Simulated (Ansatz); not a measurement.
Steps of a relaxation of AlBH5Sb (`[BH2][AlH][SbH2]`) with RKS PBE0-D4/def2-TZVP.

```sh
$ ansatz run in.yaml --threads 2 --pin off --events-out ev --progress --plain --max-ram 4352MiB
```

```yaml
crystal:
  periodic: [false, false, false]
  atoms:
    - {symbol: B, position_ang: [-1.075534, 1.082603, -0.968912]}
    - {symbol: Al, position_ang: [0.788603, 0.586956, -0.150620]}
    - {symbol: Sb, position_ang: [1.080727, -1.999394, 0.523940]}
    - {symbol: H, position_ang: [-1.345602, 0.893331, -2.145853]}
    - {symbol: H, position_ang: [-2.013026, 1.455510, -0.279293]}
    - {symbol: H, position_ang: [2.072625, 1.519372, 0.100987]}
    - {symbol: H, position_ang: [1.222023, -1.428276, 2.160861]}
    - {symbol: H, position_ang: [-0.637716, -2.167203, 0.703089]}
basis:
  gaussian: {orbitals: def2-TZVP}
hamiltonian: {xc: pbe0, dispersion: d4}
relax: {f_tol: 0.005, max_steps: 150}
```

Positions (Å) and forces (eV/Å) along the path, 17 of 17 steps:

```xyz
8
step=1 energy=-13887.2693 eV
B    -1.076    1.083   -0.969   -0.503    0.070   -0.185
Al    0.789    0.587   -0.151    0.228   -0.088    0.081
Sb    1.081   -1.999    0.524   -0.349    0.240    0.345
H    -1.346    0.893   -2.146    0.108    0.091    0.464
H    -2.013    1.456   -0.279    0.377   -0.139   -0.284
H     2.073    1.519    0.101   -0.183   -0.080   -0.044
H     1.222   -1.428    2.161   -0.012   -0.119   -0.328
H    -0.638   -2.167    0.703    0.334    0.025   -0.049
8
step=2 energy=-13887.2845 eV
B    -1.070    1.065   -0.959   -0.147    0.058   -0.091
Al    0.795    0.558   -0.144   -0.025    0.235   -0.035
Sb    1.054   -1.966    0.535    0.277   -0.302   -0.199
H    -1.334    0.894   -2.124    0.024    0.016    0.132
H    -1.993    1.444   -0.282    0.114   -0.044   -0.071
H     2.047    1.514    0.097   -0.021   -0.015   -0.011
H     1.216   -1.420    2.131    0.009    0.062    0.237
H    -0.622   -2.145    0.690   -0.231   -0.010    0.039
8
step=3 energy=-13887.2949 eV
B    -1.077    1.084   -0.973   -0.064   -0.033   -0.027
Al    0.781    0.563   -0.148    0.034    0.018    0.015
Sb    1.076   -1.989    0.541    0.019   -0.020   -0.028
H    -1.341    0.912   -2.132    0.015    0.022    0.024
H    -1.995    1.462   -0.297    0.031    0.012   -0.012
H     2.034    1.516    0.090   -0.010    0.008   -0.005
H     1.228   -1.447    2.155    0.008    0.010    0.026
H    -0.615   -2.158    0.707   -0.033   -0.017    0.007
8
step=4 energy=-13887.2951 eV
B    -1.085    1.090   -0.983    0.058    0.006   -0.009
Al    0.769    0.560   -0.144   -0.036   -0.002   -0.008
Sb    1.074   -1.994    0.535    0.069   -0.019   -0.013
H    -1.339    0.915   -2.143   -0.014    0.010    0.021
H    -1.991    1.499   -0.312   -0.022   -0.003   -0.010
H     2.020    1.513    0.109   -0.005    0.005   -0.009
H     1.250   -1.445    2.144    0.014   -0.002    0.031
H    -0.607   -2.196    0.738   -0.063    0.006   -0.004
8
step=5 energy=-13887.2958 eV
B    -1.083    1.088   -0.981    0.020    0.010   -0.007
Al    0.771    0.559   -0.145   -0.003   -0.029    0.006
Sb    1.078   -1.997    0.543    0.006    0.017    0.000
H    -1.339    0.924   -2.142   -0.005    0.001    0.002
H    -1.992    1.491   -0.310   -0.012    0.000    0.001
H     2.018    1.518    0.096   -0.004    0.006   -0.003
H     1.251   -1.454    2.157   -0.005   -0.008   -0.007
H    -0.611   -2.185    0.727    0.002    0.003    0.009
8
step=6 energy=-13887.2958 eV rejected
B    -1.081    1.097   -0.985   -0.012   -0.055    0.011
Al    0.766    0.553   -0.141    0.006    0.006   -0.015
Sb    1.080   -2.001    0.546    0.002    0.015    0.002
H    -1.335    0.935   -2.146    0.003    0.020   -0.004
H    -1.994    1.490   -0.314   -0.005    0.023   -0.005
H     2.009    1.521    0.087    0.006   -0.005    0.011
H     1.256   -1.460    2.160   -0.001   -0.006   -0.004
H    -0.608   -2.192    0.736    0.002    0.002    0.006
8
step=7 energy=-13887.2960 eV
B    -1.083    1.090   -0.983    0.005   -0.001   -0.003
Al    0.768    0.555   -0.144    0.000   -0.007    0.003
Sb    1.080   -1.998    0.543    0.000    0.002    0.002
H    -1.338    0.930   -2.144   -0.002    0.004   -0.002
H    -1.993    1.492   -0.313   -0.004    0.003    0.000
H     2.014    1.518    0.094   -0.002    0.003   -0.001
H     1.252   -1.459    2.158    0.004   -0.001   -0.001
H    -0.608   -2.186    0.733   -0.001   -0.002    0.001
8
step=8 energy=-13887.2962 eV
B    -1.085    1.097   -0.989    0.009   -0.015    0.009
Al    0.759    0.548   -0.142   -0.004    0.005   -0.004
Sb    1.084   -2.003    0.546   -0.004   -0.001    0.002
H    -1.336    0.943   -2.152   -0.002    0.006   -0.007
H    -1.995    1.505   -0.322   -0.006    0.006   -0.002
H     2.001    1.517    0.094    0.002    0.000    0.003
H     1.267   -1.466    2.160    0.003    0.000   -0.002
H    -0.602   -2.199    0.748    0.002    0.000    0.001
8
step=9 energy=-13887.2962 eV
B    -1.088    1.101   -0.994    0.014   -0.010    0.010
Al    0.752    0.543   -0.141   -0.006    0.006   -0.006
Sb    1.086   -2.006    0.547   -0.006   -0.002    0.002
H    -1.334    0.955   -2.159   -0.003    0.003   -0.006
H    -1.997    1.515   -0.330   -0.007    0.002   -0.002
H     1.992    1.514    0.097    0.002    0.000    0.003
H     1.279   -1.471    2.161    0.003    0.001   -0.003
H    -0.598   -2.208    0.761    0.002    0.001    0.001
8
step=10 energy=-13887.2963 eV
B    -1.089    1.103   -0.996    0.011   -0.005    0.007
Al    0.748    0.541   -0.140   -0.006    0.006   -0.004
Sb    1.085   -2.008    0.547   -0.002   -0.004   -0.002
H    -1.333    0.961   -2.163   -0.002    0.001   -0.003
H    -1.999    1.519   -0.334   -0.004    0.000   -0.002
H     1.988    1.511    0.101    0.001    0.000    0.002
H     1.288   -1.472    2.159    0.002    0.001    0.000
H    -0.597   -2.212    0.770    0.000    0.002    0.002
8
step=11 energy=-13887.2964 eV
B    -1.090    1.105   -1.000    0.002    0.005   -0.001
Al    0.743    0.539   -0.138    0.001    0.001   -0.002
Sb    1.083   -2.012    0.544   -0.003    0.001   -0.001
H    -1.329    0.968   -2.168    0.002   -0.002    0.003
H    -2.003    1.521   -0.342    0.001   -0.005   -0.001
H     1.983    1.508    0.110   -0.003    0.000    0.000
H     1.303   -1.474    2.154    0.002   -0.001    0.001
H    -0.597   -2.212    0.785   -0.002    0.001    0.001
8
step=12 energy=-13887.2964 eV
B    -1.091    1.107   -1.003   -0.011   -0.001   -0.008
Al    0.740    0.539   -0.137    0.006    0.002    0.004
Sb    1.078   -2.013    0.541   -0.001    0.003    0.000
H    -1.324    0.973   -2.173    0.005    0.001    0.008
H    -2.008    1.519   -0.348    0.007   -0.003   -0.001
H     1.979    1.506    0.118   -0.004   -0.001   -0.003
H     1.318   -1.479    2.149   -0.002   -0.003   -0.004
H    -0.600   -2.210    0.798    0.000    0.002    0.002
8
step=13 energy=-13887.2964 eV
B    -1.090    1.104   -1.003   -0.011    0.020   -0.014
Al    0.741    0.542   -0.136    0.003   -0.005    0.008
Sb    1.072   -2.013    0.536    0.002    0.002    0.009
H    -1.320    0.973   -2.175    0.003   -0.005    0.010
H    -2.011    1.511   -0.350    0.007   -0.008   -0.001
H     1.980    1.510    0.122   -0.005   -0.002   -0.003
H     1.326   -1.484    2.143   -0.001   -0.005   -0.008
H    -0.606   -2.200    0.806    0.002    0.004   -0.001
8
step=14 energy=-13887.2965 eV
B    -1.090    1.105   -1.005   -0.015    0.003   -0.007
Al    0.739    0.541   -0.134    0.010    0.001    0.002
Sb    1.071   -2.014    0.535   -0.006    0.004    0.009
H    -1.318    0.975   -2.177    0.004    0.000    0.008
H    -2.013    1.509   -0.352    0.007   -0.002   -0.002
H     1.977    1.510    0.124   -0.003   -0.001   -0.001
H     1.333   -1.490    2.143    0.000   -0.002   -0.008
H    -0.607   -2.193    0.811    0.004   -0.002   -0.001
8
step=15 energy=-13887.2965 eV
B    -1.089    1.105   -1.004   -0.008   -0.001   -0.002
Al    0.740    0.542   -0.134    0.003    0.002   -0.001
Sb    1.071   -2.013    0.536    0.000    0.001    0.001
H    -1.318    0.972   -2.175    0.002    0.001    0.004
H    -2.011    1.509   -0.351    0.003    0.000   -0.002
H     1.978    1.511    0.121   -0.001   -0.002    0.001
H     1.329   -1.488    2.143   -0.001   -0.002   -0.002
H    -0.607   -2.196    0.807    0.002    0.001    0.001
8
step=16 energy=-13887.2965 eV rejected
B    -1.090    1.105   -1.004   -0.001   -0.003    0.000
Al    0.740    0.542   -0.133    0.004    0.002   -0.001
Sb    1.071   -2.013    0.535   -0.001    0.002    0.002
H    -1.319    0.968   -2.174    0.002    0.001   -0.004
H    -2.010    1.514   -0.352   -0.003    0.002    0.004
H     1.977    1.512    0.123    0.000   -0.002    0.000
H     1.330   -1.489    2.143   -0.001   -0.002   -0.002
H    -0.606   -2.196    0.806    0.002    0.000    0.001
8
step=17 energy=-13887.2965 eV
B    -1.090    1.105   -1.004   -0.003    0.000   -0.002
Al    0.740    0.543   -0.134    0.002    0.001    0.002
Sb    1.071   -2.013    0.535   -0.001   -0.001    0.002
H    -1.319    0.971   -2.175    0.001    0.000    0.000
H    -2.011    1.511   -0.352    0.000    0.000    0.001
H     1.977    1.512    0.122   -0.001   -0.001    0.000
H     1.330   -1.491    2.143    0.000    0.000   -0.002
H    -0.607   -2.195    0.808    0.001    0.000   -0.001
```

It took 59 s on 2 threads of an Arm Neoverse V1 on a shared host, with 0.33 GiB of host memory at the peak.
